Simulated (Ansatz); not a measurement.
Reaction (hydrogenolysis of a B–F bond): `CB(F)[CH2][AlH2]` + H₂ → `CB[CH2][AlH2]` + H–F

Program: Ansatz. Geometries: PBE0-D4/def2-TZVP. ΔE: electronic, gas phase. CCSD(T)/CBS adds triple-zeta CCSD(T) − MP2 to the extrapolated MP2 energy (def2 sets, frozen cores). This one scheme is used for every species. DFT in def2-TZVPP. One conformer a species, not always the lowest.

`CB(F)[CH2][AlH2]`:

Z-matrix (Å, degrees):
```
C
B 1 1.566
H 1 1.094 2 111.6
H 1 1.091 2 113.8 3 123.9
H 1 1.097 2 108.6 3 -116.5
F 2 1.346 1 116.6 3 42.3
C 2 1.538 1 125.8 3 -135.7
Al 7 1.963 2 110.4 1 86.9
H 7 1.093 2 113.4 1 -153.3
H 7 1.097 2 111.3 1 -27.2
H 8 1.586 7 120.3 2 113.5
H 8 1.587 7 119.2 2 -68.1
```

H₂:

```xyz
2

H    -0.323    0.056   -0.178
H     0.323   -0.056    0.178
```

`CB[CH2][AlH2]`:

Z-matrix (Å, degrees):
```
C
B 1 1.566
H 1 1.093 2 115.1
H 1 1.096 2 111.6 3 124.5
H 1 1.098 2 108.4 3 -120.8
C 2 1.524 1 123.6 3 1.9
H 2 1.206 1 117.8 3 -174.4
Al 6 1.973 2 105.1 1 -88.5
H 6 1.093 2 116.0 1 157.7
H 6 1.097 2 115.0 1 23.4
H 8 1.585 6 120.0 2 -100.7
H 8 1.586 6 119.5 2 81.8
```

H–F:

Cartesian coordinates in Å:
```
F -0.107 0.447 0.028
H 0.107 -0.447 -0.028
```

```json
{"species": "`CB(F)[CH2][AlH2]`", "r2SCAN-D4 energy (Eh)": "-447.56986"}
{"species": "H₂", "r2SCAN-D4 energy (Eh)": "-1.17130"}
{"species": "`CB[CH2][AlH2]`", "r2SCAN-D4 energy (Eh)": "-348.24232"}
{"species": "H–F", "r2SCAN-D4 energy (Eh)": "-100.44667"}
```

(1) Work out ΔE.

Largest T1 diagnostic among the species: 0.012.

Results:

(1) ΔE = (-348.24232) + (-100.44667) − (-447.56986) − (-1.17130) = 0.05217 Eh = +137.0 kJ/mol. CCSD(T)/CBS gives +123.8 kJ/mol.

Leaving LDA and LC-ωPBE aside and taking each functional with its dispersion term where it has one, the values, not all of them listed here, spread over 12.8 kJ/mol, from HSE06-D4 to B97M-V. LDA lies +5.9 kJ/mol from PBE without D4. At CCSD(T), def2-SVP lies +21.3 kJ/mol from the extrapolated value and def2-TZVPP +3.3 kJ/mol. From r2SCAN to r2SCAN0 (25 % exact exchange), in def2-TZVPP and without D4, ΔE moves by −4.5 kJ/mol.
